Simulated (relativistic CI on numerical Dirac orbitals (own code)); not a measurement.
**W LVII: q coefficients and field-shift factors**

These numbers are calculated, not measured: Dirac-Coulomb-Breit CI, separate exchange-only KLI orbitals for each configuration, derivatives by finite differences, unscaled Slater integrals, QED left out (own radial code, finite nucleus).

Configurations in the expansion (outside the closed core [Ne]): 3s²3p⁶, 3s²3p⁵3d, 3s3p⁶3d, 3p⁶3d², 3p⁵3d³. Double excitations out of closed p, d and f shells are left out; levels of such configurations are missing from the list, as are those of other unlisted configurations, and high levels can miss mixing partners.

With x = (α/α₀)² − 1 an excitation energy changes as ω = ω₀ + qx; K = 2q/ω₀ is the relative enhancement. Terms are leading LS components, so labels can repeat. The field-shift factor is F = δν/δ⟨r²⟩ for the transition from the lowest level.

Lowest level 3s²3p⁶ ¹S0.

```tsv
Level	ω₀ (cm⁻¹)	q (cm⁻¹)	F (GHz/fm²)
3s²3p⁵3d ³P°0	1918335	115400	19.5
3s²3p⁵3d ³P°1	2010230	134900	20.3
3s²3p⁵3d ³F°3	2044452	109000	19.9
3s²3p⁵3d ³D°2	2078630	116100	20.1
3s²3p⁵3d ³F°4	2614928	748300	35.5
3s²3p⁵3d ¹D°2	2659362	756800	35.1
3s²3p⁵3d ³D°3	2751940	755100	36.2
3s²3p⁵3d ¹P°1	2992020	788700	28.6
3s²3p⁵3d ³F°2	4791061	3.488e+06	-439
3s²3p⁵3d ¹P°1	5102855	3.488e+06	-434
3s²3p⁵3d ³P°2	5431927	4.137e+06	-423
3s²3p⁵3d ³F°3	5472987	4.139e+06	-424
3s3p⁶3d ³D1	6606338	3.866e+06	-7590
3s3p⁶3d ³D2	6660334	3.879e+06	-7600
3s3p⁶3d ³D3	7235087	4.506e+06	-7570
3s3p⁶3d ¹D2	7348830	4.519e+06	-7610
3p⁶3d² ³F2	13346961	7.74e+06	-15200
3p⁶3d² ³P0	13546124	7.763e+06	-15200
3p⁶3d² ³F3	13943708	8.379e+06	-15200
3p⁶3d² ³P2	14035290	8.378e+06	-15200
3p⁶3d² ¹G4	14059262	8.382e+06	-15200
3p⁶3d² ³P1	14075980	8.39e+06	-15200
3p⁶3d² ³F4	14611404	9.011e+06	-15200
```

At this charge energies of transitions that change n are usually good to better than 1 %, and those within a shell (Δn = 0) to a few per cent.

Which transition from the lowest level has the largest |K|?

3s²3p⁵3d ³P°2 at 5431927 cm⁻¹, K = 1.52.
